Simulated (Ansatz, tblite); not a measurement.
Cost and result up the ladder for GeMeI3 (CH₃GeI₃) (8 atoms). Charge 0, multiplicity 1. Geometry: PBE-D4/def2-SVP.

Cartesian coordinates in Å:
```
Ge 0.601 0.505 0.068
C -0.894 -0.751 -0.102
H -0.938 -1.372 0.813
H -0.720 -1.387 -0.991
H -1.829 -0.172 -0.220
I 0.758 1.951 -2.019
I 2.779 -0.777 0.357
I 0.245 2.003 2.093
```

Ansatz on 4 threads of AMD EPYC on a shared host; xTB runs through tblite on one thread. Times are rough, summed over both states, and most runs start from the orbitals of an earlier one. No level here is sound enough to serve as a yardstick. The other state is a triplet.

In the def2 sets I takes a core potential; there is no spin–orbit coupling. The xTB rows come from tblite. HOMO above LUMO, or a gap near zero within one spin, warns that the state may not be the lowest or that an electron is smeared out.

xTB has no spin-polarisation term.

| level | functions | vertical triplet (eV) | remarks |
| --- | --- | --- | --- |
| r2SCAN-D4/def2-TZVP | 247 | 3.24 | – |
| PBE-D4/def2-TZVP (with forces) | 247 | 3.03 | gap within one spin near zero (triplet) |
| GFN1-xTB | 46 | 4.55 | – |
| GFN2-xTB | 43 | 3.65 | – |

Problem. Estimate how long each takes.

Solution. GFN1-xTB 0.11 s; GFN2-xTB 0.16 s; PBE-D4/def2-TZVP (with forces) 39 s; r2SCAN-D4/def2-TZVP 67 s. On shared hardware such times vary by a factor of up to 3.
